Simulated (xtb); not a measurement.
HfO2, triplet, geometry from GFN2-xTB (such geometries of metal compounds can be far from the true shape) (the multiplicity is a formal guess); GFN2-xTB (xtb).

Here is a job for xtb.
```
$ xtb coord --gfn 2 --uhf 2 --json

# file coord
$coord
      0.0892403887      -0.0010390281       0.1054196191  hf
      2.0809974944       0.5642715783      -2.5704394709  o
     -2.8841610307      -0.5549202686       1.6216629370  o
$end
```

Q: What does xtb print? Leave out banner, timings and long lists.

A: 
```
   ID    Z sym.   atoms
    1   72 hf     1
    2    8 o      2, 3

           -------------------------------------------------
          |                Calculation Setup                |
           -------------------------------------------------

           -------------------------------------------------
          |                 G F N 2 - x T B                 |
           -------------------------------------------------

          ...................................................
          :                      SETUP                      :
          :.................................................:
          :  # basis functions                  18          :
          :  # atomic orbitals                  17          :
          :  # shells                            7          :
          :  # electrons                        16          :
          :  max. iterations                   250          :
          :  Hamiltonian                  GFN2-xTB          :
          :  restarted?                      false          :
          :  GBSA solvation                  false          :
          :  PC potential                    false          :
          :  electronic temp.          300.0000000     K    :
          :  accuracy                    1.0000000          :
          :  -> integral cutoff          0.2500000E+02      :
          :  -> integral neglect         0.1000000E-07      :
          :  -> SCF convergence          0.1000000E-05 Eh   :
          :  -> wf. convergence          0.1000000E-03 e    :
          :  Broyden damping             0.4000000          :
          :  net charge                          0          :
          :  unpaired electrons                  2          :
          ...................................................

 iter      E             dE          RMSdq      gap      omega  full diag
   1      6.0609740  0.606097E+01  0.569E+01    1.42       0.0  T
   2     -7.1715968 -0.132326E+02  0.329E+01    0.00       1.0  T
   3     -7.9570280 -0.785431E+00  0.229E+01    0.08       1.0  T
   4     -8.7301412 -0.773113E+00  0.219E+01    1.05       1.0  T
   5     -8.6658035  0.643378E-01  0.189E+01    1.02       1.0  T
   6     -9.1380596 -0.472256E+00  0.154E+01    1.17       1.0  T
   7     -8.9168476  0.221212E+00  0.114E+01    1.15       1.0  T
   8     -6.6587364  0.225811E+01  0.230E+01    0.17       1.0  T
   9     -8.2481824 -0.158945E+01  0.154E+01    0.94       1.0  T
[...]
         :: total energy              -9.444180661228 Eh    ::
[...]
        12                         -0.2779110              -7.5623
        13                         -0.2680495              -7.2940
        14                         -0.1540828              -4.1928
        15                         -0.1487923              -4.0488
        16                          0.1229442               3.3455
        17                          0.2273050               6.1853
      -------------------------------------------------------------
                  HL-Gap            0.0584244 Eh            1.5898 eV
             Fermi-level           -0.3961375 Eh          -10.7794 eV

     #   Z          covCN         q      C6AA      α(0)
     1  72 hf       1.397     0.803   612.430    67.838
     2   8 o        0.699    -0.402    21.782     6.253
     3   8 o        0.699    -0.402    21.782     6.253

 Mol. C6AA /au·bohr⁶  :       1102.023764
 Mol. C8AA /au·bohr⁸  :     151210.133499
 Mol. α(0) /au        :         80.344819

Wiberg/Mayer (AO) data.
largest (>0.10) Wiberg bond orders for each atom

 ---------------------------------------------------------------------------
     #   Z sym  total        # sym  WBO       # sym  WBO       # sym  WBO
 ---------------------------------------------------------------------------
     1  72 hf   3.199 --     3 o    1.600     2 o    1.600
     2   8 o    1.934 --     1 hf   1.600     3 o    0.334
     3   8 o    1.934 --     1 hf   1.600     2 o    0.334
 ---------------------------------------------------------------------------

Topologies differ in total number of bonds
Writing topology from bond orders to xtbtopo.mol

molecular dipole:
                 x           y           z       tot (Debye)
 q only:        0.394      -0.005       0.466
   full:        0.583      -0.007       0.688       2.292
molecular quadrupole (traceless):
                xx          xy          yy          xz          yz          zz
 q only:       -3.098      -1.672       4.136       6.052       1.416      -1.038
  q+dip:       -3.318      -1.796       4.408       6.547       1.520      -1.090
   full:       -4.582      -2.491       6.038       9.188       2.106      -1.456

           -------------------------------------------------
          | TOTAL ENERGY               -9.444180661228 Eh   |
          | GRADIENT NORM               0.000003554045 Eh/α |
          | HOMO-LUMO GAP               1.589809445478 eV   |
           -------------------------------------------------

normal termination of xtb
```
